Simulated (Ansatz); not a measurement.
`OC1CO[SiH2]1`, relaxed with RKS PBE0-D4/def2-TZVP in Ansatz from a PBE-D4/def2-SVP geometry. The force threshold is 0.005 eV/Å; the program also tests the step.

Charge 0, multiplicity 1.

Start:

```xyz
11

O     0.128    1.741    0.571
C    -0.476    0.523    0.170
C     0.024    0.102   -1.240
O     0.634   -1.194   -1.006
Si    0.345   -1.149    0.680
H    -0.133    1.911    1.494
H    -1.591    0.563    0.222
H    -0.786    0.010   -1.997
H     0.771    0.842   -1.602
H    -0.494   -2.303    1.168
H     1.577   -1.045    1.540
```

```tsv
step	energy (eV)	largest force (eV/Å)	largest move (Å)
1	-14135.8541	0.974	0.000
2	-14135.9093	0.585	0.026
3	-14135.9235	0.050	0.018
4	-14135.9239	0.027	0.004
5	-14135.9239	0.009	0.005
6	-14135.9240	0.009	0.021
7 (rejected)	-14135.9236	0.079	0.006
8	-14135.9241	0.004	0.003
9	-14135.9241	0.004	0.007
```

End:

```xyz
11

O     0.101    1.735    0.569
C    -0.483    0.511    0.172
C     0.022    0.105   -1.229
O     0.633   -1.183   -0.981
Si    0.342   -1.132    0.658
H    -0.101    1.888    1.495
H    -1.577    0.554    0.216
H    -0.770   -0.005   -1.974
H     0.767    0.822   -1.585
H    -0.492   -2.264    1.146
H     1.556   -1.030    1.513
```

It took 34 s on 4 threads of an Arm Neoverse V1 on a shared host, with 0.48 GiB of host memory at the peak.
